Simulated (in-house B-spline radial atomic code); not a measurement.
Inner levels of palladium as electrons are removed. A shift is the extra binding of the orbital against the neutral atom ([Kr] 4d10). Computed with a B-spline radial code for spherical atoms: non-relativistic Hartree-Fock, average of the configuration, point nuclei.

This level leaves out relativity, spin-orbit splitting included, which matters for heavy ions.

```csv
ion,configuration,shift of 2s (eV),shift of 2p (eV),shift of 3s (eV),radius of 2s (bohr),radius of 2p (bohr),radius of 3s (bohr),Σ<r²> (bohr²),change of density at nucleus (bohr⁻³)
Pd22+,[Ar] 3d6,783.09,787.06,689.23,0.1429,0.12233,0.37186,2.1252,-15.529
Pd23+,[Ar] 3d5,?,?,?,?,?,?,?,?
Pd24+,[Ar] 3d4,949.81,955.12,815.41,0.14261,0.12204,0.36551,1.7977,59.038
Pd25+,[Ar] 3d3,1036.26,1042.35,880.24,0.14245,0.12188,0.36238,1.6471,98.555
Pd26+,[Ar] 3d2,1124.75,1131.7,946.23,0.14228,0.12171,0.35928,1.5043,139.57
Pd27+,[Ar] 3d1,?,?,?,?,?,?,?,?
Pd28+,[Ne] 3s2 3p6,1307.73,1316.67,1081.61,0.14191,0.12135,0.35318,1.2405,226.07
Pd29+,[Ne] 3s2 3p5,?,?,?,?,?,?,?,?
Pd30+,[Ne] 3s2 3p4,1481.08,1493.16,1204.69,0.1415,0.12116,0.3486,0.94747,326.07
Pd31+,[Ne] 3s2 3p3,1569.68,1583.44,1267.34,0.14129,0.12098,0.34636,0.80811,377.92
Pd32+,[Ne] 3s2 3p2,1659.54,1675.07,1330.72,0.14107,0.12079,0.34415,0.67324,431
Pd33+,[Ne] 3s2 3p1,1750.67,1768.04,1394.83,0.14085,0.12061,0.34196,0.54267,485.32
Pd34+,[Ne] 3s2,1843.06,1862.36,1459.67,0.14062,0.12041,0.33981,0.41623,540.88
```

Question: Fill in the row of Pd23+.

Answer: shift of 2s (eV): 865.41; shift of 2p (eV): 870.01; shift of 3s (eV): 751.73; radius of 2s (bohr): 0.14276; radius of 2p (bohr): 0.12219; radius of 3s (bohr): 0.36867; Σ<r²> (bohr²): 1.9568; change of density at nucleus (bohr⁻³): 21.011.

Question: Fill in the row of Pd27+.

Answer: shift of 2s (eV): 1215.24; shift of 2p (eV): 1223.14; shift of 3s (eV): 1013.35; radius of 2s (bohr): 0.14209; radius of 2p (bohr): 0.12153; radius of 3s (bohr): 0.35621; Σ<r²> (bohr²): 1.369; change of density at nucleus (bohr⁻³): 182.07.

Question: Fill in the row of Pd29+.

Answer: shift of 2s (eV): 1393.76; shift of 2p (eV): 1404.23; shift of 3s (eV): 1142.78; radius of 2s (bohr): 0.14171; radius of 2p (bohr): 0.12133; radius of 3s (bohr): 0.35088; Σ<r²> (bohr²): 1.0915; change of density at nucleus (bohr⁻³): 275.46.
